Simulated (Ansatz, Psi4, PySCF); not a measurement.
Process, species as SMILES: [BH2] (BH2) → [BH2-] (an electron is taken up)

Wanted: adiabatic electron affinity (0 K, with zero-point energies), in eV. Positive where the reaction releases energy. Set-up: 6-31G* and kin with 6d, 5d where marked; 6-311+G** with 5d; non-relativistic; open shells spin-unrestricted; valence correlation only; no spin-orbit coupling; no dispersion term unless named. First-principles rows: single points at B3LYP-D3(BJ) geometries (Ansatz, a quantum-chemistry and plane-wave program), with unscaled harmonic terms from B3LYP/6-31G* at its own minima. Anions need diffuse functions, which STO-3G, LANL2DZ, def2-SVP, cc-pVDZ and Pople sets without + lack. The Hartree-Fock reference of [BH2-] is unstable towards a lower, spin-broken solution.

```tsv
level	program	adiabatic electron affinity (0 K, with zero-point energies) (eV)
PBE/def2-SVP	Ansatz	-0.35
PBE/6-311+G**	Ansatz	0.25
BLYP/6-31G*	Ansatz	-1.14
BP86/def2-SVP	PySCF	-0.21
B3LYP/6-31G*	Ansatz	-0.98
M06-2X/6-311+G**	PySCF	0.09
wB97X-D/6-31G*	Psi4	-0.93
MP2/STO-3G	Ansatz	-6.72
MP2/6-31G*	Ansatz	-1.54
r2SCAN-D4/def2-TZVPD	Ansatz + dftd4	-0.01
```

No value to compare with is used here. The 9 habitual levels span -6.72 (MP2/STO-3G) to 0.25 eV (PBE/6-311+G**); r2SCAN-D4/def2-TZVPD gives -0.01.

The levels are drawn from those run, B3LYP/6-31G* more often than the rest, none by its result; runs whose electronic state is in doubt are left out.
